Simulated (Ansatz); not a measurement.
Basis-set extrapolation for C2H3Cl2FSi2 (`F[SiH](Cl)C#C[SiH2]Cl`) (PBE0-D4/def2-TZVP geometry, frozen core, Ansatz 0.2.0). Multiplicity 1, RHF reference.

|  | def2-TZVPP | def2-QZVPP |
| --- | --- | --- |
| HF | -1674.058337 | -1674.109915 |
| MP2 correlation | -1.147661 | -1.249280 |
| CCSD(T) correlation | -1.255033 | -1.353757 |

Energies in hartree. Use E(X) = E(∞) + A·exp(−7.88·√X) for Hartree–Fock and E(X) = E(∞) + B·X^(−2.97) for correlation, with X = 3 and 4.

What is the CCSD(T) energy at the basis-set limit?

HF limit: -1674.109915 + (-0.051578) × 0.13774 = -1674.11702. Correlation limit: -1.353757 + (-0.098724) × 0.74074 = -1.42689. Total: -1675.54391 hartree, 605.3 kJ/mol below CCSD(T)/def2-TZVPP.
